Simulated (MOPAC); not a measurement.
Job for MOPAC: PM6 on ZnGe, 2S+1 = 3, a spin state set in the input, which need not be the lowest, a point of a bond scan (R = 2.398 Å).

```
PM6 1SCF PRECISE CHARGE=0 UHF MS=1 THREADS=1
GeZn

Zn     0.00000000 1     0.00000000 1     0.00000000 1
Ge     0.00000000 1     0.00000000 1     2.39770100 1
```

It printed:

```
*******************************************************************************
 **                                                                           **
 **                              MOPAC v23.2.5                                **
 **                                                                           **
 *******************************************************************************
 ** MOPAC's Digital Object Identifier: https://doi.org/10.5281/zenodo.6511958 **
 **                                                                           **
 ** Please cite the open-source release paper for use of this MOPAC version:  **
 ** J. E. Moussa and J. J. P. Stewart (2026)                                  **
 ** MOPAC: An open-source semiempirical molecular orbital program             **
 ** J. Open Source Softw., 11(119), 8025, https://doi.org/10.21105/joss.08025 **
 *******************************************************************************

                              PM6 CALCULATION RESULTS

 *******************************************************************************
 *  PM6        - The PM6 Hamiltonian to be used
 *  UHF        - UNRESTRICTED HARTREE-FOCK CALCULATION
 *
 *
 *
 *                 CHARGE ON SYSTEM = 0
 *
 *
 *
 *  MS=        - IN MECI, MAGNETIC COMPONENT OF SPIN =  1.0
 *  PRECISE    - TIGHTER CRITERIA TO BE USED
 *  1SCF       - DO 1 SCF AND THEN STOP
 *  THREADS=1  - MULTI-THREADING NOT USED
 *  T=         - A TIME OF 172800.0 SECONDS REQUESTED
 *  DUMP=N     - RESTART FILE WRITTEN EVERY 7200.0 SECONDS REQUESTED
 *******************************************************************************
PM6 1SCF PRECISE CHARGE=0 UHF MS=1 THREADS=1
 GeZn

   ATOM   CHEMICAL          X               Y               Z
  NUMBER   SYMBOL      (ANGSTROMS)     (ANGSTROMS)     (ANGSTROMS)

     1      Zn          0.00000000  *   0.00000000  *   0.00000000  *
     2      Ge          0.00000000  *   0.00000000  *   2.39770100  *



          CARTESIAN COORDINATES

    NO.       ATOM           X           Y           Z

     1        Zn          0.0000      0.0000      0.0000
     2        Ge          0.0000      0.0000      2.3977

 General Reference for PM6:
 "Optimization of Parameters for Semiempirical Methods V: Modification of NDDO Approximations
 and Application to 70 Elements", J. J. P. Stewart, J. Mol. Mod., 13, 1173-1213 (2007)
 URL: https://link.springer.com/article/10.1007/s00894-007-0233-4

           Empirical Formula: Zn Ge  =     2 atoms



      MOLECULAR POINT GROUP   :   C*v


          UHF CALCULATION, NO. OF ALPHA ELECTRONS =    4
                           NO. OF BETA  ELECTRONS =    2

 -------------------------------------------------------------------------------
 PM6 1SCF PRECISE CHARGE=0 UHF MS=1 THREADS=1
 GeZn



     1SCF WAS SPECIFIED, SO BFGS WAS NOT USED
     SCF FIELD WAS ACHIEVED


                              PM6 CALCULATION
                                                       MOPAC v23.2.5 Linux




          FINAL HEAT OF FORMATION =         41.30165 KCAL/MOL =     172.80611 KJ/MOL


          COSMO AREA              =         87.96 SQUARE ANGSTROMS
          COSMO VOLUME            =         73.87 CUBIC ANGSTROMS

          IONIZATION POTENTIAL    =          7.105388 EV
          ALPHA SOMO LUMO (EV)    =         -7.105 -1.767
          BETA  SOMO LUMO (EV)    =         -9.301 -0.965
          NO. OF ALPHA ELECTRONS  =          4
          NO. OF BETA  ELECTRONS  =          2
          MOLECULAR WEIGHT        =        137.9700         POINT GROUP:  C*v

          MOLECULAR DIMENSIONS (Angstroms)

            Atom       Atom       Distance
           Ge     2   Zn     1     2.39770
           Ge     2   Zn     1     0.00000
           Zn     1   Ge     2     0.00000


          SCF CALCULATIONS        =          1





   ATOM   CHEMICAL          X               Y               Z
  NUMBER   SYMBOL      (ANGSTROMS)     (ANGSTROMS)     (ANGSTROMS)

     1      Zn          0.00000000  *   0.00000000  *   0.00000000  *
     2      Ge          0.00000000  *   0.00000000  *   2.39770100  *

                             CARTESIAN COORDINATES

   1   Zn        0.000000000     0.000000000     0.000000000
   2   Ge        0.000000000     0.000000000     2.397701000


           Empirical Formula: Zn Ge  =     2 atoms



      MOLECULAR POINT GROUP   :   C*v


          ALPHA EIGENVALUES
 -16.57999  -9.74520  -7.10539  -7.10539  -1.76679  -1.76679  -1.33894   1.04166


           BETA EIGENVALUES
 -16.25354  -9.30105  -0.96481  -0.96481  -0.74559  -0.56203  -0.56203   1.35854


              NET ATOMIC CHARGES AND DIPOLE CONTRIBUTIONS

  ATOM NO.   TYPE          CHARGE      No. of ELECS.   s-Pop       p-Pop
    1         Zn           0.272001        1.7280     1.47391     0.25409
    2         Ge          -0.272001        4.2720     1.74902     2.52298
 DIPOLE           X         Y         Z       TOTAL
 POINT-CHG.     0.000     0.000    -3.133     3.133
 HYBRID         0.000    -0.000    -1.546     1.546
 SUM            0.000    -0.000    -4.679     4.679


          ATOMIC ORBITAL ELECTRON POPULATIONS

     Atom    s        px        py        pz
    1 Zn   1.47391   0.04785   0.04785   0.15840
    2 Ge   1.74902   0.95215   0.95215   0.61867


                    (SZ)    =    1.000000
                    (S**2)  =    2.005955


          ATOMIC ORBITAL SPIN POPULATIONS

    Atom   Total    s     px     py     pz
         Atomic
    1 Zn  0.0329 -0.054  0.048  0.048 -0.008
    2 Ge  1.9671 -0.007  0.952  0.952  0.070

 **********************
 *                    *
 * JOB ENDED NORMALLY *
 *                    *
 **********************




 == MOPAC DONE ==
```

The run finished.

Cost: roughly 0.04 core-seconds.
